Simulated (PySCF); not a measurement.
B(H)(Br)(OEt) (C₂H₆BBrO), SMILES CCOBBr.

Geometry optimised at PBE0-D3(BJ)/def2-SVP. The structure was generated by enumeration, and PubChem lists no compound with its InChIKey, so it may never have been made. One conformer was computed; it need not be the lowest.

Two levels are set side by side: TDDFT-PBE/def2-SVPD (PySCF) and TDDFT-ωB97X/def2-SVPD (PySCF). Vertical, same geometry. The lowest singlet is HOMO→LUMO 100 % with PBE and HOMO→LUMO 93 % with the other functional; states are paired by order. Differences are taken from unrounded values.

```csv
quantity,TDDFT-PBE
lowest singlet excitation (eV),5.41
lowest triplet excitation (TDA) (eV),5.21
first bright state (f over 0.05) (eV),6.24
its oscillator strength,0.16
```

These are the TDDFT-PBE values. What does TDDFT-ωB97X give? (The exact figures need the calculation; the answer reports its results.)


```json
[
 {"quantity": "lowest singlet excitation (eV)", "TDDFT-ωB97X": "6.47", "TDDFT-PBE minus TDDFT-ωB97X": "-1.07"},
 {"quantity": "lowest triplet excitation (TDA) (eV)", "TDDFT-ωB97X": "6.24", "TDDFT-PBE minus TDDFT-ωB97X": "-1.04"},
 {"quantity": "first bright state (f over 0.05) (eV)", "TDDFT-ωB97X": "7.24", "TDDFT-PBE minus TDDFT-ωB97X": "-1.00"},
 {"quantity": "its oscillator strength", "TDDFT-ωB97X": "0.17", "TDDFT-PBE minus TDDFT-ωB97X": "-0.01"}
]
```

Functionals without exact exchange tend to place singlet excitations lower, as here. Differences between two approximate levels are no errors against the true value.

Rough cost on one machine, each run with all the roots and properties that it gave: TDDFT-ωB97X against TDDFT-PBE about 10 times.
